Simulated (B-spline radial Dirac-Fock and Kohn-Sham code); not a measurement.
Characteristic X-ray lines: Ge¹⁰⁺

System: Ge¹⁰⁺ in the configuration [Ar] 3d4.

Input file task.json (cfg lists n, l and occupation; rrms is the nuclear radius in fm):

```json
{"items": [{
  "Z": 32,
  "q": 10,
  "cfg": [[1, 0, 2], [2, 0, 2], [2, 1, 6], [3, 0, 2], [3, 1, 6], [3, 2, 4]],
  "A": 74,
  "rrms": 4.0742,
  "do": ["binding"]
}]}
```

Launch: `python xray_run.py task.json out`

Model: Dirac-Fock (average of configuration) total-energy differences with a finite nucleus, the Breit interaction including its frequency dependence, and self-energy and vacuum-polarisation corrections. Program: an atomic code on a B-spline grid. A line energy is the difference of two single-hole energies; the list is a selection of electric-dipole transitions between resolved j subshells. Electron correlation is not included.

```tsv
line	energy (eV)	wavelength (Å)
Kβ1	11022.3	1.1248
Kβ3	11017.1	1.1254
Kα1	9883.1	1.2545
Kα2	9851.8	1.2585
Lβ3	1339.2	9.2580
Lβ4	1334.0	9.2942
Lη	1105.5	11.215
Lℓ	1074.2	11.542
```

Values without a named source are computed, but for edge energies of neutral atoms, which are taken from tables.
